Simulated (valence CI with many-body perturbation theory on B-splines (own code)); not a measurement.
Forbidden lines of Xe³³⁺

Computed by configuration interaction combined with many-body perturbation theory (CI+MBPT): three valence electrons over a frozen Dirac-Fock core [Ar], a basis of 7 s, 7 p, 8 d, 6 f, 4 g, 1 h functions for each j, with the one-electron correlation potential Σ1, the two-electron term Σ2, the three-electron term Σ3, Breit, model QED; selected CI, second order for the rest, scaled by the run's own slope (own B-spline code, finite nucleus).

No measured spectrum was set against this ion. As an estimate, large intervals hold to a few tenths of a per cent, small ones and those within an open d or f shell to about a per cent. Only levels of the ground parity were solved; by the run's estimate the other parity begins above the list, which can be wrong where configurations are misplaced.

Lines 1 to 50 of 66 in falling wavelength, among levels below 67.882 eV, chosen from the decays that carry over 1 % of a level's rate. Wavelengths and rates use the calculated energies. Weak lines are less certain than strong ones. Lines between different terms over intervals too small for the method are left out, as are lines whose strength nearly cancels. The highest levels of a list are the least certain.

Levels are named by their leading jj configuration (3d3/2^4 stands for four electrons in 3d with j = 3/2), which in mixed levels can hold well under half, so a name can repeat and another be missing. Letters in brackets count levels of one name in rising energy.

| λ vac (Å) | Upper | Lower | Type | A (s⁻¹) | Branch % |
| --- | --- | --- | --- | --- | --- |
| 7436 | (3d3/2^2 3d5/2) J=9/2 | (3d3/2^2 3d5/2) J=7/2 | M1 | 2.84e+01 | 100.0 |
| 4452 | (3d3/2^2 3d5/2) J=1/2 | (3d3/2^2 3d5/2) J=3/2 | M1 | 2.76e+02 | 3.5 |
| 2309 | (3d3/2^2 3d5/2) J=7/2 | (3d3/2^2 3d5/2) J=5/2 [a] | M1 | 1.99e+03 | 100.0 |
| 2284 | (3d3/2^2 3d5/2) J=3/2 | (3d3/2^2 3d5/2) J=5/2 [a] | M1 | 7.09e+02 | 3.1 |
| 2172 | (3d3/2 3d5/2^2) J=5/2 [a] | (3d3/2 3d5/2^2) J=3/2 [a] | M1 | 5.81e+02 | 1.7 |
| 1826 | (3d3/2 3d5/2^2) J=11/2 | (3d3/2 3d5/2^2) J=9/2 | M1 | 9.81e+02 | 6.5 |
| 1554 | (3d3/2 3d5/2^2) J=5/2 [b] | (3d3/2 3d5/2^2) J=3/2 [a] | M1 | 7.41e+02 | 2.5 |
| 1231 | (3d5/2^3) J=9/2 | (3d3/2 3d5/2^2) J=11/2 | M1 | 1.74e+03 | 2.3 |
| 1130 | (3d3/2 3d5/2^2) J=5/2 [a] | (3d3/2 3d5/2^2) J=7/2 [a] | M1 | 1.30e+03 | 3.8 |
| 1123 | (3d3/2^2 3d5/2) J=5/2 [a] | (3d3/2^3) J=3/2 | M1 | 2.20e+04 | 100.0 |
| 1043 | (3d3/2 3d5/2^2) J=3/2 [b] | (3d5/2^3) J=3/2 | M1 | 1.80e+03 | 2.2 |
| 980.2 | (3d3/2 3d5/2^2) J=7/2 [a] | (3d3/2^2 3d5/2) J=7/2 | M1 | 1.10e+04 | 19.9 |
| 973.7 | (3d3/2 3d5/2^2) J=9/2 | (3d3/2^2 3d5/2) J=9/2 | M1 | 1.85e+04 | 58.0 |
| 965.9 | (3d3/2^2 3d5/2) J=5/2 [b] | (3d3/2^2 3d5/2) J=3/2 | M1 | 8.94e+03 | 64.9 |
| 961.6 | (3d3/2^2 3d5/2) J=5/2 [b] | (3d3/2^2 3d5/2) J=7/2 | M1 | 1.05e+03 | 7.6 |
| 954.2 | (3d3/2 3d5/2^2) J=5/2 [b] | (3d3/2^2 3d5/2) J=5/2 [b] | M1 | 1.28e+04 | 42.7 |
| 936.6 | (3d3/2 3d5/2^2) J=5/2 [b] | (3d3/2 3d5/2^2) J=7/2 [a] | M1 | 4.15e+02 | 1.4 |
| 886.5 | (3d5/2^3) J=3/2 | (3d3/2 3d5/2^2) J=1/2 | M1 | 1.04e+04 | 13.6 |
| 861.0 | (3d3/2 3d5/2^2) J=9/2 | (3d3/2^2 3d5/2) J=7/2 | M1 | 1.34e+04 | 41.9 |
| 828.4 | (3d3/2 3d5/2^2) J=7/2 [b] | (3d3/2^2 3d5/2) J=5/2 [b] | M1 | 9.97e+02 | 4.0 |
| 823.0 | (3d3/2 3d5/2^2) J=3/2 [a] | (3d3/2^2 3d5/2) J=1/2 | M1 | 8.08e+03 | 9.2 |
| 815.0 | (3d3/2 3d5/2^2) J=7/2 [b] | (3d3/2 3d5/2^2) J=7/2 [a] | M1 | 3.31e+03 | 13.4 |
| 810.8 | (3d5/2^3) J=5/2 | (3d5/2^3) J=3/2 | M1 | 2.54e+03 | 1.8 |
| 791.5 | (3d5/2^3) J=3/2 | (3d3/2 3d5/2^2) J=3/2 [a] | M1 | 1.80e+04 | 23.6 |
| 753.0 | (3d3/2^2 3d5/2) J=3/2 | (3d3/2^3) J=3/2 | M1 | 2.25e+04 | 96.9 |
| 740.5 | (3d3/2 3d5/2^2) J=1/2 | (3d3/2^2 3d5/2) J=1/2 | M1 | 4.55e+04 | 94.5 |
| 735.3 | (3d5/2^3) J=9/2 | (3d3/2 3d5/2^2) J=9/2 | M1 | 3.25e+04 | 42.0 |
| 694.6 | (3d3/2 3d5/2^2) J=3/2 [a] | (3d3/2^2 3d5/2) J=3/2 | M1 | 4.72e+04 | 53.8 |
| 688.1 | (3d3/2 3d5/2^2) J=7/2 [a] | (3d3/2^2 3d5/2) J=5/2 [a] | M1 | 4.42e+04 | 80.1 |
| 678.9 | (3d3/2^2 3d5/2) J=5/2 [b] | (3d3/2^2 3d5/2) J=5/2 [a] | M1 | 1.78e+03 | 12.9 |
| 666.1 | (3d5/2^3) J=9/2 | (3d3/2 3d5/2^2) J=7/2 [a] | M1 | 4.06e+04 | 52.6 |
| 644.0 | (3d3/2^2 3d5/2) J=1/2 | (3d3/2^3) J=3/2 | M1 | 7.57e+03 | 96.4 |
| 635.1 | (3d3/2 3d5/2^2) J=11/2 | (3d3/2^2 3d5/2) J=9/2 | M1 | 1.41e+04 | 93.5 |
| 634.9 | (3d3/2 3d5/2^2) J=1/2 | (3d3/2^2 3d5/2) J=3/2 | M1 | 1.70e+03 | 3.5 |
| 633.4 | (3d3/2 3d5/2^2) J=3/2 [b] | (3d3/2 3d5/2^2) J=5/2 [b] | M1 | 3.66e+03 | 4.5 |
| 599.6 | (3d5/2^3) J=3/2 | (3d3/2^2 3d5/2) J=5/2 [b] | M1 | 2.79e+04 | 36.6 |
| 590.3 | (3d5/2^3) J=5/2 | (3d3/2 3d5/2^2) J=7/2 [b] | M1 | 1.54e+04 | 10.7 |
| 567.6 | (3d3/2 3d5/2^2) J=3/2 [b] | (3d3/2 3d5/2^2) J=5/2 [a] | M1 | 3.50e+04 | 42.7 |
| 539.6 | (3d5/2^3) J=5/2 | (3d3/2 3d5/2^2) J=5/2 [b] | M1 | 4.51e+04 | 31.3 |
| 532.6 | (3d3/2 3d5/2^2) J=3/2 [a] | (3d3/2^2 3d5/2) J=5/2 [a] | M1 | 2.82e+04 | 32.2 |
| 526.3 | (3d3/2 3d5/2^2) J=5/2 [a] | (3d3/2^2 3d5/2) J=3/2 | M1 | 1.19e+04 | 34.8 |
| 525.0 | (3d3/2 3d5/2^2) J=5/2 [a] | (3d3/2^2 3d5/2) J=7/2 | M1 | 1.45e+04 | 42.1 |
| 480.0 | (3d3/2 3d5/2^2) J=5/2 [b] | (3d3/2^2 3d5/2) J=3/2 | M1 | 5.95e+03 | 19.9 |
| 479.2 | (3d3/2 3d5/2^2) J=3/2 [b] | (3d3/2 3d5/2^2) J=1/2 | M1 | 9.66e+03 | 11.8 |
| 479.0 | (3d3/2 3d5/2^2) J=5/2 [b] | (3d3/2^2 3d5/2) J=7/2 | M1 | 6.88e+03 | 23.0 |
| 473.3 | (3d3/2 3d5/2^2) J=7/2 [b] | (3d3/2^2 3d5/2) J=9/2 | M1 | 1.08e+04 | 43.5 |
| 450.0 | (3d3/2 3d5/2^2) J=3/2 [b] | (3d3/2 3d5/2^2) J=3/2 [a] | M1 | 1.78e+04 | 21.6 |
| 445.0 | (3d3/2 3d5/2^2) J=7/2 [b] | (3d3/2^2 3d5/2) J=7/2 | M1 | 6.13e+03 | 24.8 |
| 427.8 | (3d3/2 3d5/2^2) J=5/2 [a] | (3d3/2^2 3d5/2) J=5/2 [a] | M1 | 4.75e+03 | 13.8 |
| 423.1 | (3d3/2^2 3d5/2) J=5/2 [b] | (3d3/2^3) J=3/2 | M1 | 2.00e+03 | 14.5 |
